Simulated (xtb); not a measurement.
C₄H₈S₂, SMILES S1CSCCC1. All values are semi-empirical tight-binding results from xtb (GFN2-xTB unless named), good for trends rather than for accurate numbers. Coordinates come from a GFN2-xTB optimisation. One conformer was computed; it need not be the lowest.

| Property | Value |
|---|---|
| point group as xtb finds it | Cs |
| orbital gap | 3.78 eV |
| zero-point energy | 70.4 kcal/mol |
| G − E(el) at 298.15 K (modified RRHO) | 51.1 kcal/mol |
| static polarisability (D4 model) | 86.0 bohr³ |
| solvation energy, GFN2-xTB/ALPB(water) | 0.1 kcal/mol |
| solvation energy, GFN2-xTB/ALPB(ether) | -6.3 kcal/mol |
